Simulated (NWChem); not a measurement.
Species: C$_{2}$HClF$_{2}$Si; SMILES C#C[Si](Cl)(F)F

Program: NWChem. Pople sets run with spherical d functions. Medium grid unless said otherwise, to which SCAN and Minnesota functionals are sensitive. Geometry: optimised at PBE0/def2-SVP. B3LYP is NWChem's, with the RPA form of VWN correlation.

Among these, which level gives the highest value of “orbital gap (eV)”?
(A) Hartree-Fock/6-31G*
(B) revPBE/6-31G*
(C) LDA (Slater exchange, PW92)/6-31G*
(D) LRC-wPBEh/6-31G*

A, Hartree-Fock/6-31G*. Values: LDA (Slater exchange, PW92)/6-31G* 5.91; revPBE/6-31G* 6.01; LRC-wPBEh/6-31G* 11.88; Hartree-Fock/6-31G* 14.91
